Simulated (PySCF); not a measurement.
Ge(H)2(F)(Br), H₂BrFGe, SMILES [F][GeH2][Br], CAM-B3LYP/def2-SVP optimised geometry.

```
5

Ge    -0.89    -0.27     0.00
F     -1.41    -0.98     1.49
Br     1.40    -0.27     0.00
H     -1.40    -1.17    -1.12
H     -1.40     1.17     0.00
```

Density from PySCF with CAM-B3LYP/def2-TZVP at that geometry.

Minimum of the electron density along straight lines between bonded atoms, close to the bond critical point (lines longer than 1.1 times the sum of covalent radii, or with two minima, are not listed):

```json
[
 {"bond": "Ge1–F2", "length / Å": "1.730", "ρ at the minimum / e bohr⁻³": "0.144", "∇²ρ there / e bohr⁻⁵": "0.82", "position (fraction from the first atom)": "0.48"},
 {"bond": "Ge1–Br3", "length / Å": "2.291", "ρ at the minimum / e bohr⁻³": "0.097", "∇²ρ there / e bohr⁻⁵": "0.06", "position (fraction from the first atom)": "0.43"},
 {"bond": "Ge1–H4", "length / Å": "1.527", "ρ at the minimum / e bohr⁻³": "0.140", "∇²ρ there / e bohr⁻⁵": "0.02", "position (fraction from the first atom)": "0.59"},
 {"bond": "Ge1–H5", "length / Å": "1.527", "ρ at the minimum / e bohr⁻³": "0.140", "∇²ρ there / e bohr⁻⁵": "0.02", "position (fraction from the first atom)": "0.59"}
]
```
